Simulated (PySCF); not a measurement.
PySCF 2.14 output of an unrestricted M06 calculation on a single atom or ion in aug-cc-pVTZ-DK, with the spin-free X2C one-electron Hamiltonian (Gaussian nucleus):

```
SCF conv_tol = 1e-09
number electrons alpha = 2  beta = 1
    Y. Zhao and D. G. Truhlar.,  Theor. Chem. Acc. 120, 215 (2008)
    Y. Zhao and D. G. Truhlar.,  Theor. Chem. Acc. 120, 215 (2008)
cycle= 1 E= -14.2128841054965  delta_E= -0.000506  |g|= 0.00168  |ddm|= 0.261
cycle= 2 E= -14.2128862861564  delta_E= -2.18e-06  |g|= 0.000153  |ddm|= 0.0186
cycle= 3 E= -14.2128863022168  delta_E= -1.61e-08  |g|= 1.31e-05  |ddm|= 0.00071
cycle= 4 E= -14.2128863023298  delta_E= -1.13e-10  |g|= 2.18e-06  |ddm|= 5.08e-05
converged SCF energy = -14.2128863023298  <S^2> = 0.75004895  2S+1 = 2.0000489
```

The run itself started from symmetry-adapted Hartree-Fock orbitals and held the occupation by maximum overlap, on a logarithmic radial grid, so the iterations belong to that start.

Which element, charge and spin multiplicity is this?

Be⁺ (beryllium, charge +1), multiplicity 2; the state was [He] 2p1, 2P determinant (an excited configuration).
